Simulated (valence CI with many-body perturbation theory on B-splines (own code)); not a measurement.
The numbers below are computed, except where a source is named.
## Level structure of Zr XXVIII

Level of theory: valence CI with perturbative core correlation (CI+MBPT): three valence electrons over a frozen Dirac-Fock core [Ne], radial functions for each j: 9 s, 9 p, 8 d, 6 f, 3 g, 1 h, with the one-electron correlation potential Σ1 (screened to all orders), the two-electron term Σ2, the three-electron term Σ3, Breit, model QED; selected single and double excitations, second order for the rest, scaled by the run's own slope (own B-spline code, finite nucleus).

The last digits are not significant, and no measured levels were compared; by estimate large intervals hold to a few tenths of a per cent, small ones and those within an open d or f shell to about a per cent.

Levels 1 to 31 of 31, with energies above the lowest level, 3s²3p ²P°_1/2. "Leading %" is the weight of the configuration and term that name the level; weights of strongly mixed levels are sums over their largest components and can fall short. In the jj column 3d3/2^4 stands for four electrons in 3d with j = 3/2.

```tsv
No.	Configuration	Term	J	E (cm⁻¹)	Leading %	Second component	Leading jj
1	3s²3p	²P°	1/2	0	98		3s^2 3p1/2 (98 %)
2	3s²3p	²P°	3/2	161740	98		3s^2 3p3/2 (98 %)
3	3s3p²	⁴P	1/2	496150	86	12 % 3s3p² ²S	3s 3p1/2^2 (78 %)
4	3s3p²	⁴P	3/2	593030	97		3s 3p1/2 3p3/2 (96 %)
5	3s3p²	⁴P	5/2	642330	70	28 % 3s3p² ²D	3s 3p1/2 3p3/2 (84 %)
6	3s3p²	²D	3/2	730430	77	12 % 3s²3d ²D	3s 3p1/2 3p3/2 (76 %)
7	3s3p²	²D	5/2	799930	58	30 % 3s3p² ⁴P	3s 3p3/2^2 (78 %)
8	3s3p²	²P	1/2	806770	67	22 % 3s3p² ²S	3s 3p1/2 3p3/2 (71 %)
9	3s3p²	²P	3/2	968340	72	25 % 3s²3d ²D	3s 3p3/2^2 (50 %)
10	3s3p²	²S	1/2	968930	65	29 % 3s3p² ²P	3s 3p3/2^2 (88 %)
11	3s²3d	²D	3/2	1035000	61	19 % 3s3p² ²D	3s^2 3d3/2 (61 %)
12	3s²3d	²D	5/2	1051100	84	13 % 3s3p² ²D	3s^2 3d5/2 (84 %)
13	3p³	²D°	3/2	1277500	32	27 % 3p³ ²P°	3p1/2^2 3p3/2 (78 %)
14	3p³	²D°	5/2	1365200	49	36 % 3s3p3d ²D°	3p1/2 3p3/2^2 (49 %)
15	3s3p3d	⁴F°	3/2	1368600	60	21 % 3p³ ⁴S°	3s 3p1/2 3d3/2 (70 %)
16	3p³	⁴S°	3/2	1393800	40	30 % 3s3p3d ⁴F°	3p1/2 3p3/2^2 (58 %)
17	3s3p3d	⁴F°	5/2	1413300	77	11 % 3p³ ²D°	3s 3p1/2 3d5/2 (41 %)
18	3s3p3d	⁴F°	7/2	1458200	83	12 % 3s3p3d ⁴D°	3s 3p1/2 3d5/2 (70 %)
19	3s3p3d	⁴P°	5/2	1485500	54	26 % 3s3p3d ⁴D°	3s 3p1/2 3d5/2 (85 %)
20	3s3p3d	⁴D°	3/2	1486600	57	30 % 3s3p3d ⁴P°	3s 3p1/2 3d3/2 (58 %)
21	3s3p3d	⁴D°	1/2	1489200	75	8 % 3s3p3d ⁴P°	3s 3p1/2 3d3/2 (72 %)
22	3p³	²P°	1/2	1499700	75	15 % 3s3p3d ²P°	3p1/2 3p3/2^2 (75 %)
23	3s3p3d	⁴F°	9/2	1555200	100		3s 3p3/2 3d5/2 (100 %)
24	3p³	²P°	3/2	1575100	34	27 % 3s3p3d ²D°	3p3/2^3 (38 %)
25	3s3p3d	²F°	5/2	1577500	73	12 % 3p³ ²D°	3s 3p1/2 3d5/2 (46 %)
26	3s3p3d	⁴D°	7/2	1600700	82	15 % 3s3p3d ⁴F°	3s 3p3/2 3d5/2 (56 %)
27	3s3p3d	⁴D°	5/2	1601200	61	18 % 3s3p3d ⁴P°	3s 3p3/2 3d3/2 (78 %)
28	3s3p3d	⁴P°	1/2	1603800	90	9 % 3s3p3d ⁴D°	3s 3p3/2 3d3/2 (96 %)
29	3s3p3d	⁴P°	3/2	1606100	33	19 % 3s3p3d ⁴D°	3s 3p3/2 3d3/2 (51 %)
30	3s3p3d	⁴P°	3/2	1611200	32	22 % 3s3p3d ²D°	3s 3p3/2 3d3/2 (43 %)
31	3s3p3d	²D°	5/2	1654000	55	24 % 3s3p3d ⁴P°	3s 3p3/2 3d5/2 (84 %)
```

Names give the largest LS component (configuration and term), which can be under half, so a name can repeat, a term be missing and a line seem to break the LS rules; names also repeat where a configuration has a term twice.

Where two levels of one J and parity lie close, their mixing, g and order are uncertain.

The ionisation energy to 3s² ¹S0 of the next ion comes out as 1404.8 eV (NIST: 1392 ± 7 eV (semi-empirical)). All 31 levels together are meant to be complete up to 1720100 cm⁻¹.
